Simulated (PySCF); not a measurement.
**Removing an electron from `[BH3-][S+](C)C`**

Species: C2H9BS.
Structure used (PBE0-D3(BJ)/def2-SVP), in Å, numbered top down from 1:
```xyz
13
C2H9BS angstrom
B     -0.4448    1.6601    0.3439
S     -0.1717   -0.1895    0.8779
C      1.5139   -0.5353    0.3556
C     -1.0925   -1.1274   -0.3496
H     -0.1291    1.7024   -0.8372
H      0.2956    2.2687    1.1004
H     -1.6311    1.8347    0.5735
H      1.6484   -0.2217   -0.6892
H      1.7399   -1.6025    0.4861
H      2.1701    0.0635    1.0006
H     -0.8263   -0.7783   -1.3571
H     -0.8947   -2.2015   -0.2315
H     -2.1558   -0.9244   -0.1653
```

Level: wB97X-D/def2-SVPD (PySCF). Frontier orbitals with their largest atomic shares (Löwdin; up to four atoms above 4 %):

```
orbital  ε (eV)                          main atoms
 HOMO−3  -11.98  S2 38 %, B1 16 %, C4 11 %, C3 11 %
 HOMO−2  -10.34  B1 30 %, S2 27 %, H7 11 %, H6 10 %
 HOMO−1  -10.14   B1 42 %, H6 22 %, H7 22 %, S2 6 %
   HOMO   -9.71                                   ?
   LUMO    1.86  S2 38 %, B1 11 %, C4 10 %, C3 10 %
 LUMO+1    2.02           S2 53 %, C3 10 %, C4 10 %
 LUMO+2    2.37            S2 72 %, H11 6 %, H8 6 %
```

Q: What vertical ionisation energy does ΔSCF give, and how far is −ε(HOMO) from it?

A: ΔSCF: 10.09 eV (973 kJ/mol; threshold wavelength 123 nm); ⟨S²⟩ of the doublet left behind is 0.758, against 0.75 for a pure doublet. −ε(HOMO) is 9.71 eV, 0.38 eV below it. In exact Kohn–Sham theory the two would be equal; wB97X-D (range-separated hybrid) falls short of its own ΔSCF value by 4 %.

Q: On which atoms does the HOMO lie?

A: S2 (sulfur bonded to B and 2 C) 35 %, B1 (four-coordinate boron) 27 %, H5 (B–H hydrogen) 22 %, so no atom holds as much as 40 %. The HOMO−1 lies 0.43 eV lower.

Q: Shift the occupied levels rigidly so that −ε(HOMO) equals the ΔSCF value. What binding energies result?

A: The shift is +0.38 eV: HOMO 10.09, HOMO−1 10.52, HOMO−2 10.72, HOMO−3 12.36 eV. A rigid shift is only a rough guide to the deeper ionisations.

Q: What total energies stand behind the ΔSCF value?

A: E(N) = -504.42714 Eh and E(N − 1) = -504.05643 Eh at the same geometry, 0.37071 Eh apart.

Q: With α = 66.4 au, estimate the like-pair dispersion coefficient by London's formula C6 = (3/4)α²I.

A: I = 0.3707 Eh, so C6 ≈ 1230 au, a rough estimate.

Isolated species at its PBE0-D3(BJ)/def2-SVP geometry, gas phase.

The pairwise dispersion term of wB97X-D wasn't added to the energies; at a given geometry it leaves orbitals and properties as they are.
